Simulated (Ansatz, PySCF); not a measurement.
Gas-phase reaction R1 → 2 P1, each structure at its B3LYP-D3(BJ)/def2-TZVP stationary point, reached from a drawn start (curvature not checked).
R1: Cl2 (SMILES ClCl), charge 0, multiplicity 1.
P1: Cl atom, charge 0, multiplicity 2.

P less R. No zero-point or thermal terms; singlets are restricted closed shells; open shells are unrestricted; no spin–orbit coupling.

Correlated levels freeze the cores. CBS: X⁻³ extrapolation of the correlation energy, Hartree–Fock from the larger set.

The values were computed with Ansatz (Gaussian basis) for Hartree–Fock, density functionals and correlated methods; PySCF for M06-2X. All values are computed, each at the level named.

```json
[
 {"level": "SVWN5/def2-TZVPP", "reaction energy (kJ/mol)": "346.2"},
 {"level": "PBE/def2-TZVPP", "reaction energy (kJ/mol)": "274.2"},
 {"level": "r2SCAN/def2-TZVPP", "reaction energy (kJ/mol)": "247.5"},
 {"level": "M06-2X/def2-TZVPP", "reaction energy (kJ/mol)": "247.7"},
 {"level": "MP2/cc-pV(D+d)Z", "reaction energy (kJ/mol)": "192.5"},
 {"level": "MP2/cc-pV(T+d)Z", "reaction energy (kJ/mol)": "241.5"},
 {"level": "CCSD(T)/cc-pV(T+d)Z", "reaction energy (kJ/mol)": "222.8"},
 {"level": "CCSD(T)/cc-pV(Q+d)Z", "reaction energy (kJ/mol)": "…"},
 {"level": "CCSD(T)/CBS(cc-pV(T+d)Z, cc-pV(Q+d)Z)", "reaction energy (kJ/mol)": "…"}
]
```

### Question
Some entries are withheld; supply them.

### Answer

- CCSD(T)/cc-pV(Q+d)Z, reaction energy (kJ/mol): 237.1
- CCSD(T)/CBS(cc-pV(T+d)Z, cc-pV(Q+d)Z), reaction energy (kJ/mol): 246.7

Ansatz is a program for electronic structure.
